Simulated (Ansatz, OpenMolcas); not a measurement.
**GeH2ClF (SMILES [F][GeH2][Cl]): methods side by side**

The species is GeH2ClF (5 atoms), meant as a singlet with charge 0. As SMILES, `[F][GeH2][Cl]`. Geometry: relaxed at PBE0-D4/def2-TZVP.

Quantity: the HOMO–LUMO gap, in eV. The values are calculated.

```tsv
level	kind	program	value (eV)	CPU time
revPBE/aug-cc-pVDZ	GGA	OpenMolcas	6.35	28 s
M06-L/aug-cc-pVDZ	meta-GGA	OpenMolcas	7.22	33 s
TPSS/aug-cc-pVDZ	meta-GGA	OpenMolcas	6.64	36 s
B3LYP/aug-cc-pVDZ	global hybrid	OpenMolcas	8.00	27 s
M06-2X/aug-cc-pVDZ	hybrid meta-GGA	OpenMolcas	10.41	34 s
CAM-B3LYP/aug-cc-pVDZ	range-separated hybrid	Ansatz	10.65	15 s
wB97M-V/aug-cc-pVDZ	range-separated hybrid	Ansatz	11.92	83 s
B2PLYP/aug-cc-pVDZ	double hybrid	OpenMolcas	10.61	19 s
```

All-electron rows without a relativistic Hamiltonian named are non-relativistic. The values span 6.35 to 11.92 eV. Orbital gaps aren't excitation energies, and those of double hybrids come from the SCF part alone; they tend to grow with the share of exact exchange. CPU times are rough (shared hosts, several kinds of processor and program).
